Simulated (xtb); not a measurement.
HZn (SMILES [ZnH+]), charge +1, singlet, at a GFN2-xTB geometry (such geometries of metal compounds can be far from the true shape); xtb with GFN2-xTB.

Input for xtb:
```
$ xtb mol.xyz --gfn 2 --chrg 1 --opt --json

# file mol.xyz
2

Zn    -0.00000000    -0.00000000    -0.04856787
H      0.00000000     0.00000000     1.45703598
```

Problem. What does xtb print? Leave out banner, timings and long lists.

Solution. 
```
   ID    Z sym.   atoms
    1   30 Zn     1
    2    1 H      2

           -------------------------------------------------
          |                Calculation Setup                |
           -------------------------------------------------

           -------------------------------------------------
          |                 G F N 2 - x T B                 |
           -------------------------------------------------

          ...................................................
          :                      SETUP                      :
          :.................................................:
          :  # basis functions                   5          :
          :  # atomic orbitals                   5          :
          :  # shells                            3          :
          :  # electrons                         2          :
          :  max. iterations                   250          :
          :  Hamiltonian                  GFN2-xTB          :
          :  restarted?                      false          :
          :  GBSA solvation                  false          :
          :  PC potential                    false          :
          :  electronic temp.          300.0000000     K    :
          :  accuracy                    1.0000000          :
          :  -> integral cutoff          0.2500000E+02      :
          :  -> integral neglect         0.1000000E-07      :
          :  -> SCF convergence          0.1000000E-05 Eh   :
          :  -> wf. convergence          0.1000000E-03 e    :
          :  Broyden damping             0.4000000          :
          :  net charge                          1          :
          :  unpaired electrons                  0          :
          ...................................................

 iter      E             dE          RMSdq      gap      omega  full diag
   1     -0.4303131 -0.430313E+00  0.862E+00    6.23       0.0  T
   2     -0.4902942 -0.599811E-01  0.152E+01    4.55       1.0  T
   3     -0.4914081 -0.111384E-02  0.151E+01    4.55       1.0  T
   4     -0.4977697 -0.636163E-02  0.279E+00    4.39       1.0  T
   5     -0.5186138 -0.208440E-01  0.547E-01    4.55       1.0  T
   6     -0.5185590  0.547842E-04  0.201E-01    4.54       1.0  T
   7     -0.5186197 -0.607494E-04  0.517E-02    4.56       1.4  T
   8     -0.5186191  0.601518E-06  0.219E-02    4.56       3.2  T
   9     -0.5186200 -0.917925E-06  0.698E-03    4.56      10.1  T
  10     -0.5186201 -0.388503E-07  0.270E-04    4.56     261.9  T
  11     -0.5186201 -0.359797E-10  0.113E-06    4.56   62320.5  T

   *** convergence criteria satisfied after 11 iterations ***

         :::::::::::::::::::::::::::::::::::::::::::::::::::::
         ::                     SUMMARY                     ::
         :::::::::::::::::::::::::::::::::::::::::::::::::::::
         :: total energy              -0.514698412684 Eh    ::
         :: gradient norm              0.000000129448 Eh/a0 ::
         :: HOMO-LUMO gap              4.559105832571 eV    ::
         ::.................................................::
         :: SCC energy                -0.518620073203 Eh    ::
         :: -> isotropic ES            0.223041590446 Eh    ::
         :: -> anisotropic ES         -0.007707183569 Eh    ::
         :: -> anisotropic XC          0.001139590817 Eh    ::
         :: -> dispersion             -0.000089323241 Eh    ::
         :: repulsion energy           0.003921660519 Eh    ::
         :: add. restraining           0.000000000000 Eh    ::
         :: total charge               1.000000000000 e     ::
         :::::::::::::::::::::::::::::::::::::::::::::::::::::

      -----------------------------------------------------------
     |                   =====================                   |
     |                        A N C O P T                        |
     |                   =====================                   |
[...]
 * total energy  :    -0.5146984 Eh     change       -0.1776357E-14 Eh
   *** GEOMETRY OPTIMIZATION CONVERGED AFTER 1 ITERATIONS ***
[...]
   1     -0.5186201 -0.518620E+00  0.722E-09    4.56       0.0  T
   2     -0.5186201  0.999201E-15  0.317E-09    4.56  100000.0  T
   3     -0.5186201 -0.111022E-15  0.381E-09    4.56  100000.0  T

   *** convergence criteria satisfied after 3 iterations ***

         :::::::::::::::::::::::::::::::::::::::::::::::::::::
         ::                     SUMMARY                     ::
         :::::::::::::::::::::::::::::::::::::::::::::::::::::
         :: total energy              -0.514698412684 Eh    ::
         :: gradient norm              0.000000128362 Eh/a0 ::
         :: HOMO-LUMO gap              4.559105981060 eV    ::
         ::.................................................::
         :: SCC energy                -0.518620073203 Eh    ::
         :: -> isotropic ES            0.223041584720 Eh    ::
         :: -> anisotropic ES         -0.007707183713 Eh    ::
         :: -> anisotropic XC          0.001139590842 Eh    ::
         :: -> dispersion             -0.000089323237 Eh    ::
         :: repulsion energy           0.003921660519 Eh    ::
         :: add. restraining           0.000000000000 Eh    ::
         :: total charge               1.000000000000 e     ::
         :::::::::::::::::::::::::::::::::::::::::::::::::::::

           -------------------------------------------------
          |                Property Printout                |
           -------------------------------------------------

    * Orbital Energies and Occupations

         #    Occupation            Energy/Eh            Energy/eV
      -------------------------------------------------------------
         1        2.0000           -0.8458639             -23.0171 (HOMO)
         2                         -0.6783199             -18.4580 (LUMO)
         3                         -0.4927024             -13.4071
         4                         -0.4927024             -13.4071
         5                         -0.0363292              -0.9886
      -------------------------------------------------------------
                  HL-Gap            0.1675441 Eh            4.5591 eV
             Fermi-level           -0.7620919 Eh          -20.7376 eV

     #   Z          covCN         q      C6AA      α(0)
     1  30 Zn       0.886     0.595   196.618    31.226
     2   1 H        0.886     0.405     0.469     1.072

 Mol. C6AA /au·bohr⁶  :        215.446275
 Mol. C8AA /au·bohr⁸  :      15900.406190
 Mol. α(0) /au        :         32.298480

Wiberg/Mayer (AO) data.
largest (>0.10) Wiberg bond orders for each atom

 ---------------------------------------------------------------------------
     #   Z sym  total        # sym  WBO       # sym  WBO       # sym  WBO
 ---------------------------------------------------------------------------
     1  30 Zn   0.836 --     2 H    0.836
     2   1 H    0.836 --     1 Zn   0.836
 ---------------------------------------------------------------------------

Topologies differ in total number of bonds
Writing topology from bond orders to xtbtopo.mol

molecular dipole:
                 x           y           z       tot (Debye)
 q only:        0.000       0.000       1.059
   full:       -0.000       0.000       0.252       0.640
molecular quadrupole (traceless):
                xx          xy          yy          xz          yz          zz
 q only:       -1.536       0.000      -1.536       0.000       0.000       3.072
  q+dip:       -2.132       0.000      -2.132      -0.000       0.000       4.265
   full:       -1.354       0.000      -1.354      -0.000       0.000       2.708

optimized geometry written to: xtbopt.xyz

           -------------------------------------------------
          | TOTAL ENERGY               -0.514698412684 Eh   |
          | GRADIENT NORM               0.000000128362 Eh/α |
          | HOMO-LUMO GAP               4.559105981060 eV   |
           -------------------------------------------------

normal termination of xtb
```
